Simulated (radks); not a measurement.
The numbers below are computed, except where a source is named.
Neutral chlorine, configuration [Ne] 3s2 3p5 (the NIST ground configuration). Level of theory: scalar-relativistic Kohn-Sham, PBEsol, spin-polarised, spherical densities, finite nucleus; open shells are filled with parallel spins first; Fermi nuclear charge, rms radius 3.3654 fm; hard spherical wall at 7 bohr (a radial shooting solver on a logarithmic mesh with Libxc functionals).

Normalised radial functions P(r) = r R(r), r in bohr:

```
   r/bohr * 3s up (the largest magnitude, 0.847, reaches the edge; | marks zero)
 0.006182                             | *
 0.009004                             |  *
  0.01301                             |   *
   0.0188                             |    *
  0.02716                             |      *
  0.03955                             |      *
  0.05715                             |      *
  0.08257                             |    *
   0.1193                             *
   0.1738                      *      |
   0.2511                *            |
   0.3627                *            |
   0.5241                           * |
   0.7633                             |              *
    1.103                             |                          *
    1.593                             |                         *
    2.302                             |              *
    3.353                             |    *
    4.845                             |*
        7                             *
```

3s up: eigenvalue -20.984 eV, 2 radial nodes at r = 0.121, 0.555 bohr, <r> = 1.53 bohr, 90 % of the charge inside 2.33 bohr.
